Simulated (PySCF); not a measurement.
Gas-phase reaction: SnHF₃ = SnF₂ + HF

Method: PySCF energies (xtb for GFN2) plus ideal-gas RRHO corrections (1 bar). † marks an energy on the PBE0/def2-TZVP geometry and frequencies; other levels use their own. MP2 and CCSD(T) freeze the core. All species are closed-shell singlets. Sn: scalar-relativistic def2 core potential, no spin-orbit coupling. SnHF₃: computed as isolated molecules; such fragments, hydroxides, amides, oligomers or adducts are transient or little studied in the gas. MP2 isn't extrapolated to the basis-set limit. CCSD(T) isn't extrapolated to the basis-set limit.

```tsv
level	ΔH°(298 K), kJ
BLYP/def2-TZVP†	…
CCSD(T)/def2-SVP†	8
GFN2-xTB	…
HF/def2-TZVP†	13
MP2/def2-SVP†	22
MP2/def2-TZVPP†	…
PBE/def2-TZVP†	…
PBE0/def2-SVP†	-5
ωB97X-V/def2-TZVP†	15
```

Question: What belongs in the gaps?

Answer: 
- BLYP/def2-TZVP†, ΔH°(298 K), kJ: -36
- GFN2-xTB, ΔH°(298 K), kJ: -165
- MP2/def2-TZVPP†, ΔH°(298 K), kJ: -11
- PBE/def2-TZVP†, ΔH°(298 K), kJ: -17
